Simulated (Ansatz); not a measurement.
```yaml
crystal:
  periodic: [false, false, false]
  atoms:
    - {symbol: B, position_ang: [1.063990, -0.276947, 0.274182]}
    - {symbol: Si, position_ang: [-0.342904, -1.596430, 0.172641]}
    - {symbol: F, position_ang: [-0.076299, -3.120121, -0.213041]}
    - {symbol: S, position_ang: [-0.000736, -0.280930, -1.522510]}
    - {symbol: In, position_ang: [-0.511420, 1.819196, -0.274037]}
    - {symbol: H, position_ang: [2.230552, -0.456661, 0.121355]}
    - {symbol: H, position_ang: [0.804840, 0.726732, 0.968598]}
    - {symbol: H, position_ang: [-1.721930, -1.517033, 0.701334]}
    - {symbol: H, position_ang: [-1.881769, 1.647665, 0.718022]}
    - {symbol: H, position_ang: [0.435678, 3.054530, -0.946554]}
basis:
  gaussian: {orbitals: def2-SVP}
magnetization: {spin_polarized: true, initial_magnetization: 6}
hamiltonian: {xc: {name: CAM-B3LYP}, pseudopotentials: {relativity: scalar}}
scf: {lower_state_search: light}
output: {forces: true}
```

```sh
$ ansatz run in.yaml --threads 4 --pin off --events-out ev --progress --plain --max-ram 10444MiB
```

Output, abridged:

```
Functional definition: CAM-B3LYP
1191 factors; integrals over basis functions are off by at most 1.1e-3 eV
408 factors; integrals over basis functions are off by at most 7.5e-6 eV
mean field evaluation 1: about -27374.2871 eV, gradient 2.8e1 eV
mean field evaluation 2: about -27370.8010 eV, gradient 4.0e1 eV
mean field evaluation 4: about -27379.2000 eV, gradient 2.7e0 eV
mean field evaluation 8: about -27379.6164 eV, gradient 6.0e-1 eV
mean field evaluation 16: about -27379.6819 eV, gradient 7.8e-2 eV
mean field evaluation 32: about -27379.6830 eV, gradient 1.3e-3 eV
mean field -27379.68300700 eV, -1006.1847918917 hartree, gradient 3.4e-5 eV, S^2 12.019217; 6 other end points of the search recorded, 0 dependent functions left out
reference -27379.68314910 eV, -1006.1847971138 hartree; 38, 32 occupied and 77, 83 virtual orbitals, 1191 factors
Total energy: -27379.68314910 eV, -1006.1847971138 hartree
Relativity: scalar
Atom 0 at     1.063990    -0.276947     0.274182 Å, force     1.265644     1.764017     2.923943 eV/Å
Atom 1 at    -0.342904    -1.596430     0.172641 Å, force    -0.585220    -2.065348     3.071179 eV/Å
Atom 2 at    -0.076299    -3.120121    -0.213041 Å, force     0.100842    -0.981629    -1.180954 eV/Å
Atom 3 at    -0.000736    -0.280930    -1.522510 Å, force     0.190002    -2.437487    -5.375442 eV/Å
Atom 4 at    -0.511420     1.819196    -0.274037 Å, force    -1.100582     1.587658     0.381404 eV/Å
Atom 5 at     2.230552    -0.456661     0.121355 Å, force     0.261273    -0.583465    -0.448226 eV/Å
Atom 6 at     0.804840     0.726732     0.968598 Å, force     0.528372    -1.499083     0.383208 eV/Å
Atom 7 at    -1.721930    -1.517033     0.701334 Å, force     0.127532     0.603625    -0.125939 eV/Å
Atom 8 at    -1.881769     1.647665     0.718022 Å, force    -2.396617     0.270169     1.733729 eV/Å
Atom 9 at     0.435678     3.054530    -0.946554 Å, force     1.608754     3.341545    -1.362901 eV/Å
Dipole moment:     0.037897     0.086411    -0.175528 e Å
```

(1) Something in this input is off. What?

Results:

(1) The spin is set far too high for this molecule. The calculation finished and met its thresholds. The result belongs to that input, not to the molecule as meant.
